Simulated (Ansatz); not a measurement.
Cost and result for the atomization energy of CH6MgOSSi (`C[S][Mg][O][SiH3]`) (11 atoms, 10 bonds).

Cartesian coordinates in Å:
```
C 0.730 3.058 -0.599
S 1.694 2.034 0.569
Mg 0.640 0.016 0.506
O -0.195 -1.565 0.450
Si -0.941 -2.994 0.405
H 0.760 2.659 -1.612
H 1.195 4.043 -0.609
H -0.305 3.174 -0.281
H -2.370 -2.873 0.819
H -0.919 -3.576 -0.969
H -0.289 -3.976 1.321
```

Total charge 0; spin multiplicity 1. Correlated methods include outer-core shells of Mg, which these sets cover unevenly. The structure was optimised at the PBE0-D4/def2-TZVP level. It is one conformer, not always the lowest. Program: Ansatz. Hardware: A = 2 threads of an AMD EPYC 7R13 on a shared host; B = 2 threads of an AMD EPYC 7R13 on a shared host and a share of an NVIDIA H100 80 GB. Times are those of one run each, without the atoms' runs, and a repeat can differ threefold. Electronic energies, without spin–orbit coupling; frozen cores. CCSD(T)/CBS adds CCSD(T) − MP2 in def2-TZVPP to the MP2 limit, and its time is that of the two runs behind it. T1 = 0.010. With those shells the extrapolation isn't a true limit. B3LYP takes the VWN-RPA correlation (the form of Gaussian; ORCA's B3LYP/G).

CCSD(T)/CBS is a level of theory with its own doubt, some kJ/mol a heavy atom from the limit and from the frozen cores, so smaller differences don't rank the functionals.

| level | functions | wall time |
| --- | --- | --- |
| LDA (SPW92)/def2-TZVPP [A] | 262 | 2.6 s |
| BLYP-D4/def2-TZVPP [A] | 262 | 3.7 s |
| PBE-D4/def2-TZVPP (with forces) [A] | 262 | 4.2 s |
| PBE0-D4/def2-TZVPP [A] | 262 | 6 s |
| BHLYP-D4/def2-TZVPP [A] | 262 | 6.5 s |
| CAM-B3LYP-D4/def2-TZVPP [A] | 262 | 8 s |
| B3LYP-D4/def2-TZVPP (with forces) [A] | 262 | 8.5 s |
| r2SCANh-D4/def2-TZVPP [A] | 262 | 9 s |
| CCSD(T)/def2-SVP [A] | 112 | 11 s |
| ωB97X-V/def2-TZVPP [A] | 262 | 14 s |
| CCSD(T)/def2-TZVPP [B] | 262 | 15 s |
| MP2/def2-QZVPP [B] | 497 | 17 s |
| CCSD(T)/CBS(def2) | – | 32 s |

(1) What atomization energy does each give, and how far from CCSD(T)/CBS? (Estimate.)

Answers

(1) Ansatz gave: 
| level | atomization (kcal/mol) | difference from CCSD(T)/CBS | per bond |
| --- | --- | --- | --- |
| LDA (SPW92)/def2-TZVPP [A] | 984.2 | 99.1 | 9.9 |
| BLYP-D4/def2-TZVPP [A] | 869.5 | -15.6 | -1.6 |
| PBE-D4/def2-TZVPP (with forces) [A] | 880.3 | -4.8 | -0.5 |
| PBE0-D4/def2-TZVPP [A] | 870.2 | -14.9 | -1.5 |
| BHLYP-D4/def2-TZVPP [A] | 855.3 | -29.8 | -3.0 |
| CAM-B3LYP-D4/def2-TZVPP [A] | 879.2 | -5.9 | -0.6 |
| B3LYP-D4/def2-TZVPP (with forces) [A] | 874.3 | -10.8 | -1.1 |
| r2SCANh-D4/def2-TZVPP [A] | 877.8 | -7.3 | -0.7 |
| CCSD(T)/def2-SVP [A] | 821.2 | -63.9 | -6.4 |
| ωB97X-V/def2-TZVPP [A] | 883.3 | -1.8 | -0.2 |
| CCSD(T)/def2-TZVPP [B] | 855.0 | -30.1 | -3.0 |
| MP2/def2-QZVPP [B] | 886.5 | 1.4 | 0.1 |
| CCSD(T)/CBS(def2) | 885.1 | 0.0 | 0.0 |

From BLYP to BHLYP (50 % exact exchange), in def2-TZVPP and without D4, the atomization energy moves by −10.0 kcal/mol: exact exchange takes away binding that semilocal exchange gives to molecules. At CCSD(T), def2-SVP lies −63.9 kcal/mol from the extrapolated value and def2-TZVPP −30.0 kcal/mol: correlation converges slowly with the basis, and small sets miss more of it in the bonded molecule than in its fragments. In def2-TZVPP, CCSD(T) changes the Hartree–Fock value by +203.4 kcal/mol (the triples alone add +11.2 kcal/mol) and MP2 by +216.7 kcal/mol; breaking electron pairs costs correlation energy, which Hartree–Fock lacks.
